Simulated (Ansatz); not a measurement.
System: C₃H₁₁NOSi, charge 0, multiplicity 1. 
Geometry from a B3LYP-D3(BJ)/def2-TZVP (Ansatz, an electronic-structure program) optimisation:
SMILES: CO[SiH2]NCC
```xyz
17

C     -2.3364     0.6751    -0.7948
C     -1.8819    -0.5448     0.0015
N     -0.8110    -0.2688     0.9501
Si     0.8453    -0.6441     0.7571
O      1.8046     0.4749     0.0153
C      1.6850     0.8477    -1.3441
H     -1.5147     1.0819    -1.3865
H     -3.1537     0.4162    -1.4723
H     -2.6909     1.4641    -0.1274
H     -1.5283    -1.3195    -0.6832
H     -2.7402    -0.9737     0.5298
H     -1.0841     0.3623     1.6891
H      0.8724    -1.8828    -0.0599
H      1.4575    -0.7798     2.0913
H      2.6027     1.3539    -1.6449
H      0.8450     1.5333    -1.4910
H      1.5409    -0.0243    -1.9925
```
Charge 0, spin multiplicity 1.

Parts of the frozen-core correlation energy in cc-pV(T+d)Z (Ansatz, hartree). Frozen orbitals: 10; correlated occupied orbitals by spin: 19 and 19; virtual: 314 and 314. Spin-orbit coupling is left out. No relativistic terms.

```tsv
term	value
reference (HF)	-538.42442
MP2 opposite-spin	-0.85499
MP2 same-spin	?
CCSD correlation	?
(T)	?
T1 diagnostic	0.011
largest doubles amplitude	0.010
```

Task: Complete the blanks.

Result: 
- MP2 same-spin, value: -0.24921
- CCSD correlation, value: -1.16244
- (T), value: -0.04384
